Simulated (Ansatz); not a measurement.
`C[O][Sn]([Cl])([Cl])[Cl]` + `FCI` → `[Cl][Sn]([Cl])([Cl])[I]` + `COCF`  (formal exchange of groups at the Sn–O bond)

Isolated molecules relaxed with PBE0-D4/def2-TZVP in Ansatz; ΔE leaves out vibrations. CCSD(T)/CBS is the MP2 limit (def2-TZVPP, def2-QZVPP) plus CCSD(T) − MP2 in def2-TZVPP, frozen cores. DFT in def2-TZVPP. def2 core potentials past Kr. For I, Sn outer-core shells are correlated without core-valence functions, which leaves a few kJ/mol of doubt a bond. Each species was taken in one conformer, which may not be the lowest.

Q: Is it downhill or uphill in electronic energy at CCSD(T)/CBS, and by how much? (Best estimate.)

A: The calculation gave: Downhill: ΔE = -24.4 kcal/mol.

Q: What do these levels give: B97M-V, PBE0-D4, PBE, PBE0, CCSD/def2-TZVPP, HF/CBS(def2)? (An estimate is asked.)

A: Computed: B97M-V -23.8, PBE0-D4 -27.0, PBE -24.3, PBE0 -26.9, CCSD/def2-TZVPP -24.5, HF/CBS(def2) -29.5 kcal/mol.

Largest T1 diagnostic among the species: 0.012.

From r2SCAN to r2SCAN0 (25 % exact exchange), in def2-TZVPP and without D4, ΔE moves by −2.4 kcal/mol. At CCSD(T), def2-SVP lies −6.0 kcal/mol from the extrapolated value and def2-TZVPP +0.9 kcal/mol.
